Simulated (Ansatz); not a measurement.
Molecule: ethane-1,2-diamine, C2H8N2, charge 0, multiplicity 1. 
Geometry from a B3LYP-D3(BJ)/def2-TZVP (Ansatz, a first-principles code) optimisation:
```
C
H 1 1.0913
H 1 1.1021 2 106.72
N 1 1.4625 2 108.58 3 122.90
H 4 1.0123 1 110.90 2 -54.22
H 4 1.0137 5 107.05 1 120.96
C 1 1.5216 2 108.57 3 -117.10
H 7 1.0913 1 108.57 2 -57.72
H 7 1.1021 8 106.72 1 117.10
N 7 1.4625 8 108.58 9 122.90
H 10 1.0123 7 110.90 8 -54.22
H 10 1.0137 11 107.05 7 120.96
```

Property: vertical triplet-singlet gap (E(triplet) - E(singlet); each state is the SCF solution reached for its spin), in kcal/mol. Cores are frozen in the correlated levels unless marked. UHF or UKS for open shells. No spin-orbit coupling. No relativistic terms. 

```csv
level,program,vertical triplet-singlet gap (kcal/mol)
HF/aug-cc-pVDZ,Ansatz,111.8
HF/aug-cc-pVTZ,Ansatz,111.5
SVWN5/def2-TZVPD,Ansatz,121.6
PBE/def2-TZVPD,Ansatz,121.7
r2SCAN/def2-TZVPD,Ansatz,127.3
B3LYP/def2-TZVPD,Ansatz,131.1
BHLYP/def2-TZVPD,Ansatz,133.4
CAM-B3LYP/def2-TZVPD,Ansatz,135.6
wB97X-V/def2-TZVPD,Ansatz,140.8
MP2/aug-cc-pVDZ,Ansatz,136.1
RI-MP2/aug-cc-pVTZ,Ansatz,139.1
SCS-MP2/aug-cc-pVDZ,Ansatz,136.6
CCSD/aug-cc-pVDZ,Ansatz,130.5
CCSD(T)/aug-cc-pVDZ,Ansatz,130.8
```
